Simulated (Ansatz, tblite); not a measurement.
Cost and result up the ladder for Li₃Se⁺ (the lowest singlet isomer of a short search) (4 atoms). The state is a singlet with charge 1. Geometry: r2SCAN-D4/def2-TZVP.

Cartesian coordinates in Å:
```
Li 0.743 0.709 2.052
Li 0.886 0.903 -1.914
Li -1.620 -1.620 -0.138
Se -0.009 0.008 0.000
```

Ansatz on 4 threads of Arm Neoverse V2 on a shared host; xTB runs through tblite on one thread. Times are rough, summed over both states, and most runs start from the orbitals of an earlier one. CCSD(T)/def2-TZVPP serves as the yardstick here, not as an exact answer. Differences are given only for rows in sets of like size (and for xTB, whose basis is part of the method), since another set adds its own error. The other state is a quintet at its own geometry, which has other bonds, so the gap mixes isomer and spin.

The xTB rows come from tblite. B3LYP takes the VWN-RPA correlation. Correlated methods freeze 9 core orbitals; core or outer-core shells of Li, Se are correlated, in sets that lack core-valence functions. At PBE0-D4/def2-TZVP a singlet of charge 1 lies 6.41 eV below the quintet, each at its own geometry. The structure comes from a short search, and lower isomers may exist.

Correlated methods converge slowly with the basis.

xTB has no spin-polarisation term.

```csv
level,functions,quintet − singlet (eV),difference from CCSD(T)/def2-TZVPP (eV)
r2SCAN-D4/def2-TZVP,90,6.58,0.21
B3LYP-D4/def2-TZVP,90,6.53,0.16
MP2/def2-TZVP,90,6.47,0.10
CCSD(T)/def2-TZVPP,105,6.37,0.00
HF/STO-3G,33,5.69,–
PBE-QIDH/def2-TZVP (with forces),90,6.52,0.15
GFN1-xTB,21,6.65,0.28
PBE0-D4/def2-TZVP,90,6.41,0.04
PBE-D4/def2-TZVP,90,6.44,0.07
BHLYP-D4/def2-TZVP,90,6.45,0.07
RPA@PBE/def2-TZVP,90,6.13,-0.24
LDA (SPW92)/def2-TZVP,90,7.25,0.88
B97M-V/def2-TZVP,90,6.94,0.57
GFN2-xTB,21,6.23,-0.14
```

Question: Estimate how long each takes.

Answer: GFN2-xTB 0.003 s; GFN1-xTB 0.004 s; HF/STO-3G 0.2 s; LDA (SPW92)/def2-TZVP 0.75 s; MP2/def2-TZVP 0.8 s; PBE-D4/def2-TZVP 1.4 s; B3LYP-D4/def2-TZVP 1.9 s; RPA@PBE/def2-TZVP 2.1 s; BHLYP-D4/def2-TZVP 2.1 s; PBE0-D4/def2-TZVP 3.1 s; r2SCAN-D4/def2-TZVP 3.5 s; PBE-QIDH/def2-TZVP (with forces) 3.8 s; B97M-V/def2-TZVP 7.8 s; CCSD(T)/def2-TZVPP 13 s. On shared hardware such times vary by a factor of up to 3.
